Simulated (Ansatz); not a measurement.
Two members of one family (Nb oxide hydroxide), computed with Ansatz in the gas phase; def2 core potentials for Nb, no spin–orbit coupling. The two geometries come from different levels. Binding counts from free atoms in the multiplicity of their measured ground term, without zero-point energy. The structures are stationary points that may keep the symmetry of their start.

First: NbO3H (singlet, charge 0, B3LYP-D4/def2-TZVP geometry).

```xyz
5

Nb    0.5563   -0.4768   -0.0287
O     1.4491    0.5792   -1.0599
O     1.2631   -0.4329    1.5444
O    -1.3470   -0.1491   -0.0062
H    -1.9215    0.4795   -0.4496
```

| level | HOMO (eV) | LUMO (eV) | gap (eV) | binding per atom (eV) |
| --- | --- | --- | --- | --- |
| LDA (SPW92)/def2-TZVP | -6.81 | -4.50 | 2.31 | 5.81 |
| r2SCAN-D4/def2-TZVPD | -6.93 | -3.98 | 2.95 | 4.80 |
| PBE0-D4/def2-SVP | -8.05 | -3.46 | 4.59 | 4.69 |
| PBE0-D4/def2-TZVP | -8.15 | -3.53 | 4.63 | 4.64 |
| CAM-B3LYP-D4/def2-TZVP | -9.61 | -2.77 | 6.84 | 4.77 |

Metal–donor distances: 3 × O 1.72 to 1.93 Å.

Second: NbO4H3 (with an O–O bond) (singlet, charge 0, PBE-D4/def2-SVP geometry).

```xyz
8

Nb    0.5905    0.2082    0.2336
O     1.4283    1.6141    0.7359
O    -0.8399   -0.1451    1.4407
O     0.0384    0.5473   -1.6220
O    -0.5066   -0.8244   -1.6935
H     1.8250   -1.0819    0.3941
H    -1.0634    0.3262    2.2633
H    -1.4723   -0.6443   -1.7520
```

Estimate how these quantities change from the first to the second (second minus first).


| level | Δ HOMO (eV) | Δ LUMO (eV) | Δ gap (eV) | Δ binding per atom (eV) |
| --- | --- | --- | --- | --- |
| LDA (SPW92)/def2-TZVP | -0.55 | 1.22 | 1.77 | -0.92 |
| r2SCAN-D4/def2-TZVPD | -0.66 | 1.12 | 1.77 | -0.78 |
| PBE0-D4/def2-SVP | -0.66 | 1.45 | 2.11 | -0.75 |
| PBE0-D4/def2-TZVP | -0.62 | 1.45 | 2.07 | -0.74 |
| CAM-B3LYP-D4/def2-TZVP | -0.69 | 1.76 | 2.45 | -0.75 |

Metal–donor distances: 4 × O 1.71 to 2.45 Å, 1 × H 1.79 Å.
